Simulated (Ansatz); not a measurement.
```csv
atom,x (Å),y (Å),z (Å)
C,0.0144,-0.0471,-1.2476
C,0.0238,-0.0208,0.2532
C,-0.0267,0.0120,1.3847
H,0.0244,-0.9857,-1.6470
H,-0.8464,0.4966,-1.6522
H,0.8609,0.5449,-1.6084
H,0.0115,-0.0485,2.4954
```

Basis set: 6-31G* (spherical functions). Frozen core: 3 orbitals. Charge 0, multiplicity 1.

Computed with Ansatz (development build ahead of 0.2.0); each method stands on the lowest determinant of its kind that the runs found. Restricted open shells among the atoms or ions are ROHF, correlated in semicanonical orbitals with singles.

Question: Give the atomization energy at this shape (free ground-state atoms in the same class of orbitals less the molecule, no zero-point energy) of singlet C3H4 by RHF-MP2, RHF.

Answer:

```json
{"method": "RHF-MP2", "atomization energy": "27.93 eV"}
{"method": "RHF", "atomization energy": "22.43 eV"}
```

Caution: the shape is not the minimum.
